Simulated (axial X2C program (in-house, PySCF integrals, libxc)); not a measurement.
## SnSe at several levels of theory

All values were computed with an axial X2C code built on PySCF integrals. Spin-free means the one-electron spin-free X2C Hamiltonian; two-component (2c) means X2C with spin–orbit coupling and atomic mean-field two-electron Coulomb and Gaunt terms, so the difference of the two also holds small scalar two-electron terms. Basis: Sn dyall-cv3z [11s12p9d4f1g], Se dyall-cv3z [8s9p6d4f1g] (cores contracted in-house); Gaussian nuclei, density fitting, unrestricted open shells. Masses: Sn 119.902 u, Se 79.917 u.

Input:
```json
{"zs": [50, 34], "q": 0, "bas": ["dyall-cv3z", "dyall-cv3z"], "levels": ["PBE0", "HF", "PBE50"], "cc": true, "r0": 2.37, "thr": -2.0, "nmax": 110, "npts": 10, "nst": 2, "ntry": 8}
```
```bash
python so2c.py task.json out
```

Keys: zs atomic numbers; q charge; bas basis sets; levels methods; cc coupled cluster on or off; r0 starting distance in Å; thr threshold in hartree for freezing inner shells (an s shell follows its p shell); nmax most natural virtual spinors; npts points on the curve; nst determinants followed; ntry starts of the search. HF also brings MP2.

State, spin-free: M_S = 0, Λ = 0 (closed shell); electrons by block: σα: 18, σβ: 18, π+α: 9, π+β: 9, π-α: 9, π-β: 9, δ+α: 3, δ+β: 3, δ-α: 3, δ-β: 3. Fragments: Sn + Se.

State, 2c: Ω = 0 (closed shell); electrons by block: 1/2: 27, -1/2: 27, 3/2: 12, -3/2: 12, 5/2: 3, -5/2: 3. Fragments: Sn + Se.

```tsv
Hamiltonian	level	Re (Å)	ωe (cm⁻¹)	Be (cm⁻¹)	αe (cm⁻¹)	De (eV)	D0 (eV)	k (mdyn/Å)	μ (D)
spin-free	PBE0	2.324	338.3	0.06512	0.000153	4.56	4.54	3.23	-3.00
spin-free	HF	2.308	360.1	0.06599	0.000141	2.28	2.26	3.66	-3.72
spin-free	MP2	2.327	335.1	0.06495	0.000155	4.53	4.51	3.17	n/a
spin-free	CCSD	2.325	338.5	0.06505	0.000161	4.24	4.22	3.24	n/a
spin-free	CCSD(T)	2.338	329.7	0.06429	0.000151	n/a	n/a	3.07	n/a
spin-free	PBE50	2.298	356.6	0.06654	0.000147	4.27	4.25	3.59	-3.20
2c	PBE0	2.325	336.9	0.06501	0.000155	n/a	n/a	3.21	-2.98
2c	PBE50	2.300	355.0	0.06644	0.000149	n/a	n/a	3.56	-3.18
```

Correlated methods: 20 electrons correlated (number of frozen shells: Sn 4 s, 3 p, 1 d; Se 3 s, 2 p, 1 d), 274 virtual spin orbitals or spinors in MP2, 110 natural virtuals in coupled cluster.

Dipoles are positive if Se is the positive end.

The state is a single determinant with fixed occupations, the lowest that a limited PBE0 search found. The closed shell is kept restricted, so the energy runs too high when the bond is stretched far. De is counted from the lowest determinant-based energies of the atoms at the same level, without counterpoise correction. De is not given where an atomic determinant may have missed its ground term or J level, or where the truncated virtual space spoils (T). Coupled cluster ran in a truncated set of natural virtual spinors; the MP2 energy of the rest was added. (T) has no such correction and the atoms are truncated less, which lowers De at CCSD(T) by a hundredth of an eV or more. The functionals have no current-density term, which raises determinants with orbital currents, atoms included.

No reliable constants came from CCSD (2c), CCSD(T) (2c), HF (2c), MP2 (2c): no minimum in range, unconverged points, a curve that is not smooth, a change of character along it, or the two Hamiltonians disagreeing along it.

Rough cost a point (2c) on 1 thread(s) of a shared host, integrals apart: PBE0 0.8 s, PBE50 0.9 s.

The whole task took 7.7 min on 1 thread of Arm Neoverse V1 (shared host).
